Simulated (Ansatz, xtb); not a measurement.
## Ranking isomers of C5H8BBr

4 gas-phase structures of C5H8BBr, from a drawn sample of its isomers (lower ones may exist). Each was relaxed with GFN2-xTB; where two conformers were screened, the lower at r2SCAN-D4/def2-SVP is listed:

A. `C=C(C)/C=C/BBr`, a singlet
B. `C=C/C=C(/C)BBr`, a singlet
C. `BrBC1=CCCC1`, a singlet
D. `C=C(C)/C=C\BBr`, a singlet

Task: Which do you expect lowest at r2SCAN-D4/def2-SVP, and how would the others follow?

Result: Calculated order at r2SCAN-D4/def2-SVP: C (0.000), A (0.526), B (0.680), D (0.774) eV.

Energies above the lowest of each column, in eV; the last columns are at B3LYP-D3(BJ)/def2-SVP geometries (a dash: not run or not comparable):

```tsv
structure	GFN2-xTB	HF/STO-3G	r2SCAN-D4/def2-SVP	B3LYP-D3(BJ)/def2-SVP	CCSD(T)/def2-SVP + ΔMP2/def2-TZVPP
C	0.000	0.000	0.000	0.000	0.000
A	1.052	1.890	0.526	0.458	0.508
B	1.136	2.045	0.680	0.594	–
D	1.233	2.205	0.774	0.656	–
```

Every level run on C puts it lowest or level with the lowest. Some further structures that were screened fall inside this span and aren't listed. Flexible structures stand in one conformer each, not always the lowest. Frequencies (GFN2-xTB) were run for A, C alone. ΔMP2 is the change of the MP2 energy from the smaller to the larger basis.

Over these structures GFN2-xTB departs from r2SCAN-D4/def2-SVP by 0.180 eV on average once a common shift is removed. A GFN2-xTB relaxation took about 0.06 s and the r2SCAN-D4/def2-SVP energy about 1.8 s on a shared host (Ansatz 0.2.0, xtb 6.7.1).
